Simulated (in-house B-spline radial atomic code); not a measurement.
Mn. Computed with a B-spline radial atomic code. Model: all-electron spherical atom, spin shells full or empty, radial basis limit, no spin-orbit coupling, Breit or QED, empty-state partial waves extrapolated as (l+1/2)^-4, RPA, G0W0 and static COHSEX of the highest shell as one setting changes (uncorrelated shells keep exact exchange).

Given: element Mn; charge 0; filled core Ar; hamiltonian one-electron scalar X2C; mean-field start PBE0; highest l of empty states 9; nuclear rms radius 3.7057 fm; highest mean-field shell 4s down.

Shell: 3d 5 0, 4s 1 1 (electrons up and down).

```tsv
lowest nl shells left uncorrelated	RPA correlation energy (hartree)	G0W0 level (eV)	G0W0 minus most complete (meV)	COHSEX level (eV)	removal by RPA minus most complete (meV)
0	-1.6357	-7.4411	0	-9.0788	0
1	-1.4929	-7.4409	0.2	-9.0783	-0.1
2	?	?	?	?	?
3	?	?	?	?	?
4	-0.72931	-7.4582	-17.1	-9.1226	15.8
5	-0.26145	-7.35	91.1	-8.9809	-81.3
6	-0.056786	-6.9803	460.8	-8.3979	-546.5
```

(1) What follows for lowest nl shells left uncorrelated = 2?

(2) What follows for lowest nl shells left uncorrelated = 3?

Answers

(1) RPA correlation energy -1.3313 hartree; G0W0 level -7.4428 eV; G0W0 minus most complete -1.7 meV; COHSEX level -9.0828 eV; removal by RPA minus most complete 2.5 meV.

(2) RPA correlation energy -0.89066 hartree; G0W0 level -7.4348 eV; G0W0 minus most complete 6.3 meV; COHSEX level -9.0675 eV; removal by RPA minus most complete 0.5 meV.
